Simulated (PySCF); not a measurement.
## Excitation energy of Ta⁺ by level of theory

Ta⁺ [Xe] 4f14 5d3 6s1 (5F) → Ta⁺ [Xe] 4f14 5d2 6s2 (3F), as a difference of total energies. All numbers are calculated (PySCF 2.14, a scalar-relativistic core potential, in aug-cc-pVTZ-PP with ECP60MDF (6s6p5d3f2g, 88 functions)). Correlated levels: valence: 5s2 5p6 frozen. The calculations carry no spin-orbit coupling.

```json
{"method": "UHF", "excitation energy (eV)": "1.498", "error (eV)": "+1.070"}
{"method": "MP2 (valence)", "excitation energy (eV)": "0.834", "error (eV)": "+0.406"}
{"method": "SCS-MP2 (valence)", "excitation energy (eV)": "0.343", "error (eV)": "-0.085"}
{"method": "CCSD (valence)", "excitation energy (eV)": "0.647", "error (eV)": "+0.219"}
{"method": "CCSD(T) (valence)", "excitation energy (eV)": "0.562", "error (eV)": "+0.134"}
```

Reference: 0.428 eV (measured; NIST levels, between the centres of gravity of the two terms).

Errors of the correlated levels include the incompleteness of this basis and the frozen core.
